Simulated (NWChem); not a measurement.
# SSn

```xyz
2

Sn     0.0000     0.0000     0.5388
S      0.0000     0.0000    -1.6838
```
Charge 0, spin multiplicity 1.

The numbers come from NWChem runs, not from measurements. Structure: optimised with PBE0/def2-SVP with def2 effective core potentials on Sn, a minimum by its harmonic frequencies.

Symmetry labels belong to the abelian group C2v used in the runs, with the axes of the coordinates shown; states degenerate in a higher group split over its labels.

Effective core potentials replace the inner electrons of Sn; spin-orbit coupling is left out. The structure started from a generated list of species.

Task: List the lowest 3 singlet excitations that TDA-LDA (SVWN5)/def2-SVPD with def2 effective core potentials on Sn gives, with oscillator strengths.

Result: 
```
state  symmetry  energy (eV)  wavelength (nm)      f
-----  --------  -----------  ---------------  -----
1            a2         3.15              394  0.000
2            a2         3.46              358  0.000
3            a1         3.46              358  0.000
```
